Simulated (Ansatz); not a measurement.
Consider the ligand exchange at a Te–Si bond: `C[Te][SiH2]O` + `O[AsH2]` → `C[Te][AsH]O` + silanol.

Isolated molecules relaxed with PBE0-D4/def2-TZVP in Ansatz; ΔE leaves out vibrations. CBS: MP2 limit from def2 TZ/QZ plus the TZ coupled-cluster correction, frozen cores. def2 core potentials past Kr. For As, Te outer-core shells are correlated without core-valence functions, which leaves a few kJ/mol of doubt a bond. Scalar relativity is left out up to krypton. One conformer a species, not always the lowest.

| level | ΔE (kJ/mol) |
| --- | --- |
| CCSD(T)/def2-TZVPP | -8.1 |
| CCSD/CBS(def2) | -8.6 |

(1) What does CCSD(T)/CBS give? (An estimate is asked.)

Largest T1 diagnostic among the species: 0.012.

Results:

(1) Ansatz gave: -10.7 kJ/mol. The listed levels differ from it by 2.6, 2.1 kJ/mol.

From PBE to PBE0 (25 % exact exchange), in def2-TZVPP and without D4, ΔE moves by +5.1 kJ/mol.
